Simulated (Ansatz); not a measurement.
Start from `N[SiH](F)[O][SbH2]` and change one atom or group to get `N[SiH](F)C[SiH3]`.

Ansatz, PBE0-D4/def2-TZVP geometries, multiplicity 1. Each molecule was computed in one conformer, which needn't be the lowest.

Elements past krypton have def2 core potentials.

```
                                          property  `N[SiH](F)[O][SbH2]`
               LUMO energy (B3LYP/def2-TZVPP) / eV                 -1.44
  size of the dipole moment (B3LYP/def2-TZVPP) / D                  2.53
                LUMO energy (PBE0/def2-TZVPP) / eV                 -1.21
             HOMO–LUMO gap (B3LYP/def2-TZVPP) / eV                  5.83
                 LUMO energy (PBE/def2-TZVPP) / eV                 -2.01
size of the dipole moment (ωB97M-V/def2-TZVPP) / D                  2.58
```

Task: What does the change do to each property? (Best estimate.)

Result: Ansatz gave: 
```tsv
property	`N[SiH](F)C[SiH3]`	shift
LUMO energy (B3LYP/def2-TZVPP) / eV	0.24	1.68
size of the dipole moment (B3LYP/def2-TZVPP) / D	1.29	-1.24
LUMO energy (PBE0/def2-TZVPP) / eV	0.52	1.73
HOMO–LUMO gap (B3LYP/def2-TZVPP) / eV	8.00	2.17
LUMO energy (PBE/def2-TZVPP) / eV	-0.28	1.73
size of the dipole moment (ωB97M-V/def2-TZVPP) / D	1.29	-1.29
```

With PBE0 the HOMO falls by 0.57 eV and the LUMO rises by 1.73 eV, so the gap widens by about 2.30 eV. PBE moves the HOMO by -0.22 eV and ωB97M-V by -0.85 eV. Dipoles are sizes alone; their direction can turn.

B3LYP here is the variant with VWN-RPA as its local correlation; programs differ in this.

Spin–orbit coupling is left out; it splits and shifts lone-pair levels of the heavy atoms by tenths of an eV.
